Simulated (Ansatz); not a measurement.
One change: `B[Si](O)(F)[SiH3]` becomes `B[Si](O)(F)F`.

Ansatz, PBE0-D4/def2-TZVP geometries, multiplicity 1. Each molecule was computed in one conformer, which needn't be the lowest.

```tsv
property	`B[Si](O)(F)[SiH3]`
HOMO–LUMO gap (ωB97M-V/def2-TZVPP) / eV	8.73
LUMO energy (B3LYP/def2-TZVPP) / eV	-3.01
LUMO energy (ωB97M-V/def2-TZVPP) / eV	-0.88
HOMO–LUMO gap (PBE/def2-TZVPP) / eV	2.65
HOMO energy (PBE/def2-TZVPP) / eV	-6.43
HOMO energy (PBE0/def2-TZVPP) / eV	-7.59
```

(1) Give the same properties after the change, and the shifts. (An estimate is asked.)

Results:

(1) Computed: 
| property | `B[Si](O)(F)F` | shift |
| --- | --- | --- |
| HOMO–LUMO gap (ωB97M-V/def2-TZVPP) / eV | 10.56 | 1.83 |
| LUMO energy (B3LYP/def2-TZVPP) / eV | -3.07 | -0.06 |
| LUMO energy (ωB97M-V/def2-TZVPP) / eV | -0.84 | 0.04 |
| HOMO–LUMO gap (PBE/def2-TZVPP) / eV | 3.86 | 1.21 |
| HOMO energy (PBE/def2-TZVPP) / eV | -7.76 | -1.33 |
| HOMO energy (PBE0/def2-TZVPP) / eV | -9.17 | -1.58 |

With PBE0 the HOMO falls by 1.58 eV and the LUMO falls by 0.05 eV, so the gap widens by about 1.53 eV. PBE moves the HOMO by -1.33 eV and ωB97M-V by -1.78 eV.

B3LYP here is the variant with VWN-RPA as its local correlation; programs differ in this.
